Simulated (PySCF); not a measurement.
## Zn⁷⁺: ionisation energy

Zn⁷⁺ [Ar] 3d5 [3d3/2^4 3d5/2^1, M_J = 5/2] → Zn⁸⁺ [Ar] 3d4 [3d3/2^4, M_J = 0], as a difference of total energies. Computed with PySCF 2.14 in an even-tempered Gaussian basis (18 s from 0.34 bohr⁻², ratio 2.8; 13 p from 0.45 bohr⁻², ratio 2.8; 9 d from 0.45 bohr⁻², ratio 2.8; 4 f from 2.2 bohr⁻², ratio 3), with the two-component X2C-1e Hamiltonian. Correlated levels: [Ne] frozen; the 76 highest virtual spinors dropped. "Screened" scales the spin-orbit matrix elements by Boettger's factors to mimic the two-electron term; Breit and QED terms are absent.

```json
{"method": "GHF (screened spin-orbit)", "ionisation energy (eV)": "172.89"}
{"method": "GMP2 (screened spin-orbit)", "ionisation energy (eV)": "173.60"}
```

Task: How much does correlation contribute at GMP2 (screened spin-orbit)?

Result: 173.60 − (172.89) = 0.71 eV, measured against GHF (screened spin-orbit).

The labels give the starting determinants; with spin-orbit coupling the two ends relaxed to ⟨J²⟩ = 8.75, ⟨L²⟩ = 0.01, ⟨S²⟩ = 8.74 and ⟨J²⟩ = 3.78, ⟨L²⟩ = 5.98, ⟨S²⟩ = 5.98.

The determinant of Zn⁸⁺ mixes levels of different J (the jj label is only the starting occupation), so the difference between spin-free and spin-orbit rows is not the physical spin-orbit shift.

For comparison: 173.9 ± 1.7 eV (semi-empirical (NIST evaluation); NIST Atomic Spectra Database, ionization energies).
